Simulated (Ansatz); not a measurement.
`OC[CH2][SnH3]` + CH₃OH → `OCCCO` + `[SnH4]`  (formal exchange of groups at a C–Sn bond)

Gas-phase electronic energies from Ansatz, PBE0-D4/def2-TZVP geometries. CCSD(T)/CBS adds triple-zeta CCSD(T) − MP2 to the extrapolated MP2 energy (def2 sets, frozen cores). This one scheme is used for every species. Elements past krypton have def2 core potentials. For Sn outer-core shells are correlated without core-valence functions, which leaves a few kJ/mol of doubt a bond. Each species was taken in one conformer, which may not be the lowest.

`OC[CH2][SnH3]`:

```xyz
12

O    -0.327    1.132    2.131
C    -0.538    0.242    1.048
C     0.547    0.474    0.029
Sn    0.368   -0.805   -1.688
H    -1.016    0.989    2.785
H    -1.525    0.415    0.597
H    -0.513   -0.800    1.398
H     1.528    0.301    0.478
H     0.522    1.510   -0.318
H    -1.129   -0.531   -2.468
H     1.638   -0.482   -2.783
H     0.444   -2.444   -1.208
```

CH₃OH:

```xyz
6

C     0.240   -0.083   -0.250
O    -1.041    0.113    0.305
H     0.095   -0.407   -1.281
H     0.809   -0.860    0.275
H     0.835    0.839   -0.264
H    -0.938    0.398    1.215
```

`OCCCO`:

Cartesian coordinates in Å:
```
O 0.579 0.661 1.871
C 1.200 0.162 0.702
C 0.290 0.173 -0.512
C -0.926 -0.719 -0.350
O -1.752 -0.734 -1.497
H 0.390 1.593 1.736
H 2.123 0.715 0.483
H 1.492 -0.865 0.942
H 0.857 -0.151 -1.391
H -0.032 1.204 -0.712
H -1.490 -0.428 0.544
H -0.605 -1.754 -0.204
H -2.126 0.143 -1.611
```

`[SnH4]`:

Cartesian coordinates in Å:
```
Sn 0.000 0.000 0.000
H 1.479 -0.805 -0.257
H -0.936 -0.064 -1.422
H 0.302 1.626 0.408
H -0.845 -0.757 1.271
```

```csv
species,MP2/def2-QZVPP energy (Eh)
`OC[CH2][SnH3]`,-369.82994
CH₃OH,-115.55941
`OCCCO`,-269.17375
`[SnH4]`,-216.20870
```

**Question.** Work out ΔE.

**Answer.** ΔE = (-269.17375) + (-216.20870) − (-369.82994) − (-115.55941) = 0.00690 Eh = +4.3 kcal/mol. CCSD(T)/CBS gives +3.3 kcal/mol.

Largest T1 diagnostic among the species: 0.013.

In def2-TZVPP, CCSD(T) changes the Hartree–Fock value by +2.1 kcal/mol (the triples alone add +0.3 kcal/mol) and MP2 by +3.8 kcal/mol.
